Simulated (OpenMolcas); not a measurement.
An OpenMolcas run meant for Eu3+ (ANO-RCC-VQZP, X2C; inactive shells 1s 2s 2p 3s 3p 3d 4s 4p 4d 5s 5p; intended active space 6 electrons in 7 orbitals (4f)). One step of its input:

```
&CASPT2
Multistate=7 1 2 3 4 5 6 7
Frozen=14 9
IPEA=-0.1
Imaginary=0.1
MaxIter=60
WThr=0.0 0.3 0.05
PrWF=0.5
NoMix
```

The run finished. Its levels beside those of a sound run (SS-CASPT2, IPEA 0.25 Eh, imaginary shift 0.1 Eh (closed shells correlated: 5s 5p)), in cm⁻¹ above each run's lowest level:

| Level | This run | Usual run |
| --- | --- | --- |
| 4f⁶ ⁷F₀ | 0.0 | 0.0 |
| 4f⁶ ⁷F₁ | 426 | 408 |
| 4f⁶ ⁷F₂ | 1221 | 1173 |
| 4f⁶ ⁷F₃ | 2288 | 2210 |
| 4f⁶ ⁷F₄ | 3532 | 3431 |
| 4f⁶ ⁷F₅ | 4881 | 4770 |
| 4f⁶ ⁷F₆ | 6305 | 6194 |
| 4f⁶ ⁵D₀ | 17877 | 19282 |
| 4f⁶ ⁵D₁ | 18724 | 20148 |
| 4f⁶ ⁵D₂ | 20478 | 21930 |

Task: Which setting is unsound, and how much does it matter here?

Result: The IPEA shift is negative. Against the sound run the excited levels shown move by 530 cm-1 on average and by 1500 cm-1 at most.

CASPT2 breaks the degeneracy within a term, and the mean is taken; among the terms shown or strongly mixed into the levels shown the widest spread is 340 cm-1 (4f⁶ ⁵D, this run). High states are left out of the spin-orbit mixing, which shifts the levels that they would mix with. Only configurations of the active space appear.
